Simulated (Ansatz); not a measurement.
PBE exchange is replaced step by step with exact exchange (0 % is PBE, 25 % PBE0; no dispersion term), basis def2-TZVPD, Ansatz. System: Li6H7⁻ (the lowest singlet isomer of a short search). Charge -1, multiplicity 1. Geometry: PBE0-D4/def2-TZVPD, each spin state at its own.

The relaxed triplet has other bonds than the singlet, so its gap is one between isomers. The relaxed quintet has other bonds than the singlet, so its gap is one between isomers.

Geometry of the singlet:

```xyz
13

Li    0.650    0.990    1.413
Li   -1.677    0.849    0.480
Li   -0.840   -1.078   -1.238
Li    0.089    1.109   -1.351
Li    1.710   -0.209   -0.349
Li    0.098   -1.646    1.018
H    -1.762    0.779   -1.367
H    -0.187   -0.093    0.179
H    -1.024    1.486    2.011
H     1.446    1.635   -0.182
H     0.816   -0.501   -1.961
H     1.703   -0.821    1.426
H    -1.021   -2.500   -0.077
```

At PBE-D4/def2-TZVPD, PBE with 5 % exact exchange/def2-TZVPD, PBE with 10 % exact exchange/def2-TZVPD, PBE with 15 % exact exchange/def2-TZVPD and others the highest occupied level of the charge -1 triplet lies above zero (up to 0.83 eV). The electron is either unbound and held by the finite basis, or the level is raised by self-interaction error. At PBE-D4/def2-TZVPD, PBE with 5 % exact exchange/def2-TZVPD, PBE with 10 % exact exchange/def2-TZVPD, PBE with 15 % exact exchange/def2-TZVPD the highest occupied level of the charge -1 quintet lies above zero (up to 0.34 eV). In the triplet, H8 and H9 lie 0.82 Å apart (atoms count from 1), so H2 has formed as a molecule. In the quintet, H10 and H11 lie 0.75 Å apart, H8 and H13 lie 0.81 Å apart (atoms count from 1), so H2 has formed as a molecule. The structure comes from a short search, and lower isomers may exist.

```csv
exact exchange (%),HOMO (eV),LUMO (eV),gap (eV),triplet − singlet (kJ/mol),quintet − singlet (kJ/mol)
0,-0.97,2.24,3.21,179.0,370.5
10,-1.36,2.39,3.75,181.9,373.1
15,-1.56,2.46,4.01,183.3,374.4
25,-1.95,2.58,4.53,186.1,377.2
35,-2.36,2.68,5.04,188.9,380.2
50,-2.97,2.81,5.79,193.2,384.9
```

Task: Fit a straight line to the column «quintet − singlet (kJ/mol)» against the share of exact exchange and predict its value at 5 %.

Result: With x = exact exchange (%) and y = quintet − singlet (kJ/mol): mean x = 22.5, mean y = 376.7; Σ(x − x̄)(y − ȳ) = 472.2, Σ(x − x̄)² = 1638; slope b = 0.2883, intercept a = ȳ − b·x̄ = 370.2. The residuals of the fitted rows reach 0.3. At x = 5 the line gives 370.2 + (0.2883 × 5) = 371.6; the run gave 371.8, 0.2 more than the line.
